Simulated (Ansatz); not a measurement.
Ansatz (a first-principles code) input (B2GP-PLYP/def2-TZVPD):

Ansatz 0.2 input:
```yaml
crystal:
  periodic: [false, false, false]
  atoms:
    - {symbol: C, position_ang: [-0.52464911, -1.50995337, -1.54678688]}
    - {symbol: Sn, position_ang: [0.00009412, -0.10832992, -0.08948703]}
    - {symbol: C, position_ang: [-0.07377967, 1.95420770, -0.87000801]}
    - {symbol: C, position_ang: [-1.45981238, -0.05784254, 1.56425291]}
    - {symbol: C, position_ang: [1.89787022, 0.02991309, 1.10534447]}
    - {symbol: H, position_ang: [-0.50572531, -2.51758736, -1.10794239]}
    - {symbol: H, position_ang: [0.20958828, -1.47919421, -2.36423302]}
    - {symbol: H, position_ang: [0.11773082, 2.67577583, -0.07184797]}
    - {symbol: H, position_ang: [-1.05802742, 2.15045300, -1.29914662]}
    - {symbol: H, position_ang: [0.67620702, 2.09432731, -1.65206706]}
    - {symbol: H, position_ang: [-2.46160624, 0.11293175, 1.16593018]}
    - {symbol: H, position_ang: [-1.46143028, -1.00879833, 2.10222165]}
    - {symbol: H, position_ang: [-1.21571362, 0.74006596, 2.27005324]}
    - {symbol: H, position_ang: [2.04186544, -0.88346023, 1.68803266]}
    - {symbol: H, position_ang: [2.75418274, 0.15058333, 0.43700434]}
    - {symbol: H, position_ang: [1.86044799, 0.88344973, 1.78953167]}
basis:
  gaussian:
    orbitals: def2-TZVPD
hamiltonian:
  xc: {name: B2GP-PLYP}
total_charge: -1
magnetization: {spin_polarized: false}
correlation: {electrons: outside_noble_gas}
```

End of the output:

```
integrals: 0.95 GiB planned
2263 factors; integrals over basis functions are off by at most 1.0e-3 eV
0.43 GiB of the device are held for the grids
2.19 GiB of device memory are held for the factors and their scratch space
mean field: 2.42 GiB planned
mean field evaluation 1: about -10127.8211 eV, gradient 5.5e1 eV
mean field evaluation 2: about -10127.8413 eV, gradient 5.5e1 eV
mean field evaluation 4: about -10135.1343 eV, gradient 8.5e0 eV
mean field evaluation 8: about -10135.3273 eV, gradient 3.6e-1 eV
mean field evaluation 16: about -10135.3280 eV, gradient 6.2e-4 eV
mean field -10135.32802388 eV, -372.4664349054 hartree, gradient 3.0e-6 eV, S^2 0.000000; 0 other end points of the search recorded, 0 dependent functions left out
13 core orbitals not correlated
reference -10135.32820870 eV, -372.4664416975 hartree; 16, 16 occupied and 274, 274 virtual orbitals, 2263 factors
second order -26.21948457 eV of doubles, -0.00000000 eV of singles
Total energy: -10144.76722314 eV, -372.8133190803 hartree
```

It need not be the lowest isomer of its formula. Whether it binds its extra electron was not tested at this geometry.
